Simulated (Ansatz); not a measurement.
Cost and result for the atomization energy of `N[CH]([SiH3])[SnH3]` (13 atoms, 12 bonds).

Z-matrix (Å, degrees):
```
C
Si 1 1.878
Sn 1 2.167 2 113.5
N 1 1.470 2 114.5 3 123.1
H 1 1.095 2 109.4 3 -115.0
H 2 1.491 1 109.1 3 -59.2
H 2 1.490 1 112.2 3 61.3
H 2 1.492 1 110.0 3 -177.1
H 3 1.710 1 111.2 2 -40.0
H 3 1.706 1 109.7 2 -161.7
H 3 1.710 1 106.9 2 79.3
H 4 1.015 1 111.0 2 59.2
H 4 1.013 1 111.0 2 -59.3
```

Total charge 0; spin multiplicity 1. Correlated methods include outer-core shells of Sn, which these sets cover unevenly. Sn takes the def2 core potential. The structure was optimised at the PBE0-D4/def2-TZVP level. It is one conformer, not always the lowest. Program: Ansatz. All runs use 4 threads of an Arm Neoverse V2 on a shared host. Times are those of one run each, without the atoms' runs, and a repeat can differ threefold. Electronic energies, without spin–orbit coupling; frozen cores. CCSD(T)/CBS adds CCSD(T) − MP2 in def2-TZVPP to the MP2 limit, and its time is that of the two runs behind it. T1 = 0.012. With those shells the extrapolation isn't a true limit. B3LYP takes the VWN-RPA correlation (the form of Gaussian; ORCA's B3LYP/G).

CCSD(T)/CBS is a level of theory with its own doubt, some kJ/mol a heavy atom from the limit and from the frozen cores, so smaller differences don't rank the functionals.

| level | functions | wall time | atomization (kcal/mol) | difference from CCSD(T)/CBS | per bond |
| --- | --- | --- | --- | --- | --- |
| LDA (SPW92)/def2-TZVPP | 280 | 1.4 s | 1053.1 | 117.4 | 9.8 |
| PBE-D4/def2-TZVPP (with forces) | 280 | 2.8 s | 933.4 | -2.3 | -0.2 |
| PBE0-D4/def2-TZVPP | 280 | 3.6 s | 923.8 | -11.9 | -1.0 |
| BHLYP-D4/def2-TZVPP | 280 | 4.5 s | 913.2 | -22.5 | -1.9 |
| CAM-B3LYP-D4/def2-TZVPP | 280 | 4.9 s | 936.3 | 0.6 | 0.1 |
| B3LYP-D4/def2-TZVPP (with forces) | 280 | 6 s | 931.9 | -3.8 | -0.3 |
| r2SCANh-D4/def2-TZVPP | 280 | 7.5 s | 922.7 | -13.0 | -1.1 |
| B97M-V/def2-TZVPP | 280 | 9.5 s | 938.6 | 2.9 | 0.2 |
| CCSD(T)/def2-SVP | 117 | 11 s | 870.1 | -65.6 | -5.5 |
| ωB97M-V/def2-TZVPP (with forces) | 280 | 17 s | 933.4 | -2.3 | -0.2 |
| MP2/def2-QZVPP | 536 | 32 s | 917.6 | -18.1 | -1.5 |
| CCSD(T)/def2-TZVPP | 280 | 5.4 min | 910.6 | -25.1 | -2.1 |
| CCSD(T)/CBS(def2) | – | 6 min | 935.7 | 0.0 | 0.0 |

At CCSD(T), def2-SVP lies −65.5 kcal/mol from the extrapolated value and def2-TZVPP −25.1 kcal/mol: correlation converges slowly with the basis, and small sets miss more of it in the bonded molecule than in its fragments. In def2-TZVPP, CCSD(T) changes the Hartree–Fock value by +248.1 kcal/mol (the triples alone add +11.8 kcal/mol) and MP2 by +240.2 kcal/mol; breaking electron pairs costs correlation energy, which Hartree–Fock lacks. From r2SCAN to r2SCAN0 (25 % exact exchange), in def2-TZVPP and without D4, the atomization energy moves by −9.7 kcal/mol: exact exchange takes away binding that semilocal exchange gives to molecules.

Spin–orbit coupling would lower the free Sn atoms strongly, and the atomization energy with them, by more than many differences here. For some Ge, Se and Sn compounds the MP2-based and the directly extrapolated limit differ by 10 to 25 kJ/mol.
